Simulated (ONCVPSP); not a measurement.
## Pseudopotential generation for Lu: ONCV, PBE, scalar-relativistic.

Input for ONCVPSP 4.0.1:

```
# ATOM AND REFERENCE CONFIGURATION
# atsym  z   nc   nv     iexc    psfile
  Lu 71.00    9    5        4      upf
#
#   n    l    f
    1    0    2.00
    2    0    2.00
    2    1    6.00
    3    0    2.00
    3    1    6.00
    3    2   10.00
    4    0    2.00
    4    1    6.00
    4    2   10.00
    4    3   14.00
    5    0    2.00
    5    1    6.00
    5    2    2.00
    6    0    1.00
#
# PSEUDOPOTENTIAL AND OPTIMIZATION
# lmax
    3
#
#   l,   rc,      ep,       ncon, nbas, qcut
    0    1.60    0.00    4    9    7.40
    1    1.35    0.00    5   10    6.50
    2    3.30    0.00    3    8    3.80
    3    1.15    0.00    4    8   17.40
#
# LOCAL POTENTIAL
# lloc, lpopt,  rc(5),   dvloc0
    3    5    1.15    0.00
#
# VANDERBILT-KLEINMAN-BYLANDER PROJECTORs
# l, nproj, debl
    0    2    1.60
    1    2    3.20
    2    2    0.70
    3    0    2.30
#
# MODEL CORE CHARGE
# icmod, fcfact, rcfact
    0    0.00    0.00
#
# LOG DERIVATIVE ANALYSIS
# epsh1, epsh2, depsh
   -4.00    5.00    0.02
#
# OUTPUT GRID
# rlmax, drl
    6.00    0.01
#
# TEST CONFIGURATIONS
# ncnf
    4
# nvcnf
#   n    l    f
    5
    4    3   14.00
    5    0    2.00
    5    1    6.00
    5    2    1.00
    6    0    2.00
#
    5
    4    3   14.00
    5    0    2.00
    5    1    6.00
    5    2    1.00
    6    0    1.00
#
    5
    4    3   14.00
    5    0    2.00
    5    1    6.00
    5    2    1.00
    6    0    0.00
#
    5
    4    3   14.00
    5    0    2.00
    5    1    6.00
    5    2    0.00
    6    0    0.00
#
```

Command:

```bash
oncvpsp.x < Lu.dat > Lu.out
```

The program printed (shortened: citation, most of the input echo, consistency checks and plot data are left out):

```
ONCVPSP  (Optimized Norm-Conservinng Vanderbilt PSeudopotential)
scalar-relativistic version 4.0.1

#   n    l    f        energy (Ha)
    1    0    2.00    -2.3242368E+03
    2    0    2.00    -3.9560843E+02
    2    1    6.00    -3.4799363E+02
    3    0    2.00    -8.9628695E+01
    3    1    6.00    -7.5342672E+01
    3    2   10.00    -5.8204469E+01
    4    0    2.00    -1.7815898E+01
    4    1    6.00    -1.3129089E+01
    4    2   10.00    -7.0186002E+00
    4    3   14.00    -3.1907340E-01
    5    0    2.00    -2.2074150E+00
    5    1    6.00    -1.1303188E+00
    5    2    2.00    -4.9450509E-02
    6    0    1.00    -1.6297824E-01

Reference configufation results
  iterations    38
  all-electron total energy (Ha)   -1.45632339D+04

Begin loop to  construct optimized pseudo wave functions
and semi-local pseudopoentials for all angular momenta

Calculating optimized projector #   1

 for l=   0

    Fraction of norm inside rc  0.864306
    Optimizing pswf for qcut=   7.40 a_B^-1,  ecut=  27.37 Ha
    Residual kinetic energy error=  8.72D-06 Ha

    Energy error per electron        Cutoff
         Ha          eV             Ha
         0.01000     0.27211       16.37
         0.00100     0.02721       20.68
         0.00010     0.00272       23.97
         0.00001     0.00027       27.58

Calculating optimized projector #   2

 for l=   0

    Fraction of norm inside rc  0.035371
    Optimizing pswf for qcut=   7.40 a_B^-1,  ecut=  27.37 Ha
    Residual kinetic energy error=  2.50D-06 Ha

    Energy error per electron        Cutoff
         Ha          eV             Ha
         0.01000     0.27211       11.86
         0.00100     0.02721       17.85
         0.00010     0.00272       22.06
         0.00001     0.00027       25.54

   Wellstate for l =  1  n =  7
     eigenvalue =   2.0697
     asymptotic potential =   2.5697
     half-point radius =  3.3737

Calculating optimized projector #   1

 for l=   1

    Fraction of norm inside rc  0.514025
    Optimizing pswf for qcut=   6.49 a_B^-1,  ecut=  21.07 Ha
    Residual kinetic energy error=  3.42D-03 Ha

    Energy error per electron        Cutoff
         Ha          eV             Ha
         0.01000     0.27211       17.31
         0.00100     0.02721       42.51
         0.00010     0.00272      165.39
         0.00001     0.00027      189.34

Calculating optimized projector #   2

 for l=   1

    Fraction of norm inside rc  0.065656
    Optimizing pswf for qcut=   6.49 a_B^-1,  ecut=  21.07 Ha
    Residual kinetic energy error=  2.19D-03 Ha

    Energy error per electron        Cutoff
         Ha          eV             Ha
         0.01000     0.27211       15.42
         0.00100     0.02721       24.09
         0.00010     0.00272      100.54
         0.00001     0.00027      222.14

   Wellstate for l =  2  n =  7
     eigenvalue =   0.6505
     asymptotic potential =   1.1505
     half-point radius =  7.6633

Calculating optimized projector #   1

 for l=   2

    Fraction of norm inside rc  0.624440
    Optimizing pswf for qcut=   3.80 a_B^-1,  ecut=   7.23 Ha
    Residual kinetic energy error=  2.32D-05 Ha

    Energy error per electron        Cutoff
         Ha          eV             Ha
         0.01000     0.27211        4.38
         0.00100     0.02721        5.56
         0.00010     0.00272        6.89
         0.00001     0.00027       11.94

Calculating optimized projector #   2

 for l=   2

    Fraction of norm inside rc  0.173491
    Optimizing pswf for qcut=   3.80 a_B^-1,  ecut=   7.23 Ha
    Residual kinetic energy error=  1.87D-04 Ha

    Energy error per electron        Cutoff
         Ha          eV             Ha
         0.01000     0.27211        4.93
         0.00100     0.02721        6.46
         0.00010     0.00272        7.95
         0.00001     0.00027       26.74

Calculating optimized projector #   1

 for l=   3

    Fraction of norm inside rc  0.871557
    Optimizing pswf for qcut=  17.40 a_B^-1,  ecut= 151.39 Ha
    Residual kinetic energy error=  3.74D-06 Ha

    Energy error per electron        Cutoff
         Ha          eV             Ha
         0.01000     0.27211      101.58
         0.00100     0.02721      115.82
         0.00010     0.00272      127.58
         0.00001     0.00027      138.79

Construct Vanderbilt / Kleinmman-Bylander projectors

B matrix Hermiticity error, ll=   0
   1   2    2.0654E-04

  Orthonormal projector coefficients  3.1133E+01  1.9458E+00

B matrix Hermiticity error, ll=   1
   1   2   -4.1852E-04

  Orthonormal projector coefficients  2.8585E+01  3.3773E+00

B matrix Hermiticity error, ll=   2
   1   2   -2.8531E-05

  Orthonormal projector coefficients  1.9489E+01 -5.7766E-01

Pseudoatom total energy -261.261756

Diagnostic tests using Vanderbilt-Kleinman-Bylander pseudopotentials
  1 or more projectors used as specified by nproj input data

   l    rcore       rmatch      e in        delta e   norm test  slope test

   0   1.6023150   1.6509648  -2.2074150   0.0000031   1.0001690   1.0001758
   0   1.6023150   1.6509648  -0.1629782   0.0000040   1.0000635   1.0000476

   1   1.3552033   1.3963502  -1.1303188  -0.0000033   1.0001658   1.0002209
   1   1.3552033   1.3963502   2.0696812   0.0000345   1.0004123   1.0004123

   2   3.3044833   3.4048146  -0.0494505  -0.0000231   1.0000366   0.9996651
   2   3.3044833   3.4048146   0.6505495  -0.0000508   1.0000091   1.0000091

   3   1.1530787   1.1880887  -0.3190734   0.0000018   1.0000024   0.9999987

 Testing for bound ghosts
   n   l    E NL Schr. Eq   E Basis Diag.   E Cutoff

       0                      -24.720391    136.24  WARNING - GHOST(-)
   1   0       -2.207412       -2.207250    136.24
   2   0       -0.162974       -0.042124    136.24

       1                       -4.466865    271.78  WARNING - GHOST(-)
   2   1       -1.130322       -1.128519    271.78

   3   2       -0.049474       -0.047420     31.52

 Testing for highly-localized positive-energy ghosts
       l    <radius>/rc     E Basis Diag.   E Cutoff

       2        0.274339        0.228550     31.52  WARNING - GHOST(+)

       2        0.557909       11.113036     31.52  WARNING - GHOST(+)

Test configuration 0

   n   l     f        eae           eps        diff
   1   0  2.0000-2324.23676711
   2   0  2.0000 -395.60843403
   2   1  6.0000 -347.99363085
   3   0  2.0000  -89.62869526
   3   1  6.0000  -75.34267221
   3   2 10.0000  -58.20446909
   4   0  2.0000  -17.81589765
   4   1  6.0000  -13.12908917
   4   2 10.0000   -7.01860018
   4   3 14.0000   -0.31907340   -0.31907160    1.80D-06
   5   0  2.0000   -2.20741503   -2.20741190    3.13D-06
   5   1  6.0000   -1.13031881   -1.13032212   -3.31D-06
   5   2  2.0000   -0.04945051   -0.04947366   -2.31D-05
   6   0  1.0000   -0.16297824   -0.16297423    4.01D-06

    Total energies and differences
      AE_ref= -1.45632339D+04  AE_tst= -1.45632339D+04  dif=  0.00D+00
      PS_ref= -2.61261756D+02  PS_tst= -2.61261756D+02  dif=  3.98D-13
      PSP excitation error= -3.98D-13

Test configuration 1

   n   l     f        eae           eps        diff
   1   0  2.0000-2324.26820613
   2   0  2.0000 -395.64221708
   2   1  6.0000 -348.02734846
   3   0  2.0000  -89.66179606
   3   1  6.0000  -75.37577554
   3   2 10.0000  -58.23778677
   4   0  2.0000  -17.84942303
   4   1  6.0000  -13.16281919
   4   2 10.0000   -7.05274527
   4   3 14.0000   -0.35366993   -0.34696511    6.70D-03
   5   0  2.0000   -2.24388440   -2.23924340    4.64D-03
   5   1  6.0000   -1.16354316   -1.16027835    3.26D-03
   5   2  1.0000   -0.06429442   -0.06288667    1.41D-03
   6   0  2.0000   -0.17122821   -0.17168092   -4.53D-04

    Total energies and differences
      AE_ref= -1.45632339D+04  AE_tst= -1.45633443D+04  dif= -1.10D-01
      PS_ref= -2.61261756D+02  PS_tst= -2.61373152D+02  dif= -1.11D-01
      PSP excitation error=  9.57D-04

Test configuration 2

   n   l     f        eae           eps        diff
   1   0  2.0000-2324.51635311
   2   0  2.0000 -395.88900639
   2   1  6.0000 -348.27421229
   3   0  2.0000  -89.90819034
   3   1  6.0000  -75.62217856
   3   2 10.0000  -58.48417305
   4   0  2.0000  -18.09594391
   4   1  6.0000  -13.40936529
   4   2 10.0000   -7.29926503
   4   3 14.0000   -0.60010037   -0.59503642    5.06D-03
   5   0  2.0000   -2.49061525   -2.48688098    3.73D-03
   5   1  6.0000   -1.41031480   -1.40754638    2.77D-03
   5   2  1.0000   -0.28920603   -0.28699532    2.21D-03
   6   0  1.0000   -0.37522948   -0.37512491    1.05D-04

    Total energies and differences
      AE_ref= -1.45632339D+04  AE_tst= -1.45630736D+04  dif=  1.60D-01
      PS_ref= -2.61261756D+02  PS_tst= -2.61102243D+02  dif=  1.60D-01
      PSP excitation error=  7.58D-04

Test configuration 3

psatom: WARNING lschvkbb convergence error n,l,iter=   3   2   3
ea(ii),et,emin,emax -4.947366E-02 -5.442102E-02 -5.442102E-02 -5.442102E-02
run_config: WARNING for fully non-local PS atom, stg. 1
 WARNING no output for configuration 4

Test configuration 4

psatom: WARNING lschvkbb convergence error n,l,iter=   3   2   3
ea(ii),et,emin,emax -4.947366E-02 -5.442102E-02 -5.442102E-02 -5.442102E-02
run_config: WARNING for fully non-local PS atom, stg. 1
 WARNING no output for configuration 5
```

Note: ghosts flagged at negative energy: s at -672.7 eV, p at -121.5 eV; GHOST(+) flagged for d at 6.2 eV, d at 302.4 eV. A true bound ghost makes a file unfit for plane-wave use.

The run took about 8.1 s on one core of a shared server CPU.
